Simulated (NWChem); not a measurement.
# C3H3ClF2; SMILES FC(F)/C=C/Cl

```xyz
9

F     -0.9203     2.3211    -0.3534
C     -0.0541     1.5640     0.3905
F      1.2026     1.7320    -0.1196
C     -0.4734     0.1258     0.3336
C      0.3672    -0.8380    -0.0292
Cl    -0.0834    -2.5189    -0.0957
H     -0.0573     1.9712     1.4092
H     -1.5005    -0.0831     0.6175
H      1.3962    -0.6556    -0.3127
```
Atoms are numbered in this order, from 1.

Program: NWChem. All runs use the structure optimised with B3LYP/6-31G* (spherical d). B3LYP is NWChem's, with the RPA form of VWN correlation.

### Question
Among these, which level gives the highest value of “orbital gap (eV)”?
A. B3LYP/def2-TZVP
B. CAM-B3LYP/def2-TZVP
C. LDA (Slater exchange, VWN5)/def2-TZVP
D. PW6B95/def2-TZVP

### Answer
B, CAM-B3LYP/def2-TZVP. Values: LDA (Slater exchange, VWN5)/def2-TZVP 4.84; B3LYP/def2-TZVP 6.63; PW6B95/def2-TZVP 7.26; CAM-B3LYP/def2-TZVP 9.56
